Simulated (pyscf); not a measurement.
## `[OH][Si]([F])[O][SiH3]`, doublet

Gas-phase minimum from PySCF at ωB97X-D3(BJ)/def2-SVP, one conformer. HO–Si•(F)–O–SiH₃ lies 5.9 kcal/mol over its isomer HO–SiH(F)–O–SiH₂• (electronic energy, ωB97M-D3(BJ)/def2-TZVP). 

```
O
Si 1 1.6403
F 2 1.6354 1 106.76
O 2 1.6565 3 109.79 1 116.04
H 4 0.9639 2 116.69 3 71.04
Si 1 1.6729 2 137.08 3 -5.40
H 6 1.4856 1 107.65 2 -173.76
H 6 1.4886 7 110.00 1 119.87
H 6 1.4895 7 109.76 8 120.45
```
Charge 0, spin multiplicity 2.

Properties at ωB97X-D3(BJ)/def2-SVP:

```yaml
harmonic_wavenumbers_unscaled: 40, 71, 75, 217, 271, 324, 402, 641, 736, 750, 794, 855, 932, 969, 971, 999, 1102, 2270, 2275, 2292, 3925 cm⁻¹
zero_point_energy: 29.9 kcal/mol
rotational_symmetry_number: 1
Entropy of this conformer at 298 K and 1 atm, rigid rotor and harmonic oscillator, modes under 100 cm⁻¹ raised to 100: 362.6 J/(mol K)
dipole_moment: 1.19 D
Spin expectation value S2: 0.752
```

Single-point totals, which compare only within one level:

| level | total energy (hartree) |
|---|---|
| ωB97X-D3(BJ)/def2-TZVP | -832.04003 |
| PBE/def2-TZVP | -831.40848 |
| r²SCAN/def2-TZVP | -831.80709 |
| B3LYP-D3(BJ)/def2-TZVP | -832.02562 |
| PBE0-D3(BJ)/def2-TZVP | -831.47049 |
| M06-2X/def2-TZVP | -831.84341 |
| ωB97M-D3(BJ)/def2-TZVP | -832.09912 |

The lowest mode is so soft that the shape along it may change with the basis. Soft torsions are taken as harmonic, which can shift the entropy by several J/(mol K).
